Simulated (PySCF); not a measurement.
## SiHCl + Br₂ → SiBr₂ + HCl

Level: PBE0 in the def2-TZVP basis family, all electrons, no relativity, computed in PySCF with density fitting; open shells unrestricted.

```json
{"species": "SiHCl", "state and structure": "singlet, Cs, Si–Cl 2.077 Å, Si–H 1.529 Å; Cl–Si–H 94.7°", "E (Eh)": "-750.02673", "ZPE (kJ/mol)": "20.1", "H(298 K) − H(0) (kJ/mol)": "10.7", "S° (J/(mol K))": "251.2"}
{"species": "Br₂", "state and structure": "singlet, D∞h, Br–Br 2.281 Å", "E (Eh)": "-5147.70672", "ZPE (kJ/mol)": "2.0", "H(298 K) − H(0) (kJ/mol)": "9.7", "S° (J/(mol K))": "244.8"}
{"species": "SiBr₂", "state and structure": "singlet, C2v, Si–Br 2.249 Å (×2); Br–Si–Br 102.1°", "E (Eh)": "-5437.15903", "ZPE (kJ/mol)": "5.6", "H(298 K) − H(0) (kJ/mol)": "13.3", "S° (J/(mol K))": "305.1"}
{"species": "HCl", "state and structure": "singlet, C∞v, H–Cl 1.279 Å", "E (Eh)": "-460.66440", "ZPE (kJ/mol)": "17.9", "H(298 K) − H(0) (kJ/mol)": "8.7", "S° (J/(mol K))": "186.6"}
```

**Question.** What is the electronic reaction energy?

**Answer.** At PBE0/def2-TZVP, ΔE = -236.2 kJ/mol from the differences of the total energies times 2625.5, downhill. 

**Question.** Add zero-point, thermal and entropy terms for 298.15 K and 1 bar.

**Answer.** ΔZPE = 1.4 and Δ[H(298) − H(0)] = 1.6 kJ/mol give ΔH° = -233.2 kJ/mol. ΔS° = -4.3 J/(mol K), so ΔG° = -233.2 − 298.15 × (-0.0043) = -232 kJ/mol.

The structures come from searches over a few start shapes, so lower isomers are not excluded.
